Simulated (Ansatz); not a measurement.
`[NH]=[Nb]([OH])([Cl])[Cl]`, charge 0, multiplicity 1.

Task: Give a relaxed structure at PBE0-D4/def2-TZVP (Ansatz). (Best estimate.)

Result: Computed: 
```xyz
7

N    -0.8391   -0.6378    0.9410
Nb    0.2382   -0.2164   -0.3458
O     0.4846    1.6438   -0.2907
Cl    2.2287   -1.3069    0.0259
Cl   -0.7590   -0.8414   -2.3217
H    -1.4638   -0.9296    1.6781
H     0.1104    2.2882    0.3132
```
Point group Cs.
